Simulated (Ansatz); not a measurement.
Molecule: ScBr, net charge 0, singlet state. 
Geometry from a B3LYP-D3(BJ)/def2-TZVP (Ansatz, a first-principles code) optimisation:
```
Sc
Br 1 2.3901
```

Basis-set convergence of Hartree-Fock and MP2 correlation energies (hartree) with Ansatz. Valence correlation only, unless marked. No spin-orbit coupling. The frozen core is the preceding noble-gas configuration, with the filled d and f shells of earlier blocks. Non-relativistic.

The Hartree-Fock reference is unstable (checked in the largest basis), which strains HF and MP2. 

| basis | functions | E(HF) | E(corr, MP2) |
|---|---|---|---|
| def2-SVP | 63 | -3331.79452 | -0.16308 |
| def2-TZVPP | 112 | -3332.21102 | -0.21436 |
| def2-QZVPP | 182 | -3332.27390 | -0.23453 |

Extrapolating the two largest sets (X = 3 and 4) as X^-3: E(corr) = (64·(-0.23453) - 27·(-0.21436))/37 = -0.2492 Eh, an estimate of the basis-set limit. The largest set recovers 94.1 % of it, the smallest 65.4 %.
